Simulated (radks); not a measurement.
Question: All-electron atom: neutral argon in [Ar]. Calculated with a radial shooting solver on a logarithmic mesh with Libxc functionals: Dirac Kohn-Sham, PBE, spin-unpolarised, spherical densities, finite nucleus; Fermi nuclear charge, rms radius 3.4274 fm.

Spin-orbit splittings of the eigenvalues, e(l+1/2) - e(l-1/2), with zeta = 2 splitting/(2l+1) and mean radii in bohr:

shell  occ.  splitting (eV)  zeta (eV)  <r> j=l-1/2  <r> j=l+1/2
2p        6           2.234      1.490       0.3751       0.3775
3p        6               ?          ?        1.657        1.668

Estimate the 3p splitting.

Answer: 0.1756 eV (zeta = 0.1171 eV).
